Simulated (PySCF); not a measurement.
# Dipole moment and polarisability of GaH2Cl

Compound: GaH2Cl.
Geometry (PBE0-D3(BJ)/def2-SVP, Å), atoms numbered from 1 in this order:
```
atom  x, y, z in Å
Ga1    0.104    0.178   -0.002
H2     1.657    0.033    0.011
H3    -0.770    1.469   -0.023
Cl4   -0.991   -1.681    0.014
```

Level: CAM-B3LYP/def2-SVPD (PySCF), static field, nuclei fixed, core orbitals frozen in the response. The polarisability tensor in these axes (au):

```
x   46.30  4.06  0.03
y    4.06 50.83 -0.17
z    0.03 -0.17 34.39
```

Q: What are the eigenvalues, a third of the trace, and Δα (Δα² = ½Σ(αi − αj)² over the three pairs)?

A: Principal values 34.39, 43.92 and 53.22 au; mean 43.84 au = 6.50 Å³ = 7.23 × 10⁻⁴⁰ C²·m²/J; Δα = 16.31 au (37 % of the mean).

Q: What is the dipole moment, and where does it point?

A: (1.08, 1.85, -0.02) D, 2.14 D in size, pointing from the negative to the positive side. Measured along this direction, the outermost atoms are Cl4 at the negative end and H3 and H2 at the positive end.

Q: Orientational against electronic polarisability at 298 K (dilute gas, rigid molecules)?

A: In Gaussian units μ²/3kT = 37.17 Å³ against 6.50 Å³, a ratio of 5.72; the Debye molar polarisation (4π/3)N_A(α + μ²/3kT) is 110.2 cm³/mol, leaving out the vibrational part.

Q: Rayleigh depolarisation ratio (linearly polarised light, static tensor)?

A: ρ = 3Δα²/(45ᾱ² + 4Δα²) = 797.6/(86497 + 1063.5) = 0.00911.

Q: Traceless (Buckingham) quadrupole moment about the centre of nuclear charge: eigenvalues?

A: -2.45, -2.12, 4.57 D·Å. The values depend on the origin, since the dipole doesn't vanish. The electronic extent ⟨r²⟩ about the same centre is 280 bohr², a root-mean-square distance of 1.25 Å for the 50 electrons.

Q: Find the Langevin capture rate constant for H3O+ (19.018 u) meeting this molecule (105.910 u), k = 2.342 × 10⁻⁹ cm³/s × √(α in Å³ / reduced mass in u).

A: The reduced mass is 16.12 u, so k = 1.49 × 10⁻⁹ cm³/s. The formula leaves out the permanent dipole, which adds to the capture rate.

Geometry: PBE0-D3(BJ)/def2-SVP; no solvent, vibrations or thermal averaging. The calculation is non-relativistic, for gallium too.

These values come from a run that also computed excited states. The run took 5.2 s (grids of density and orbitals included) on x86-64 server, one thread (shared host).
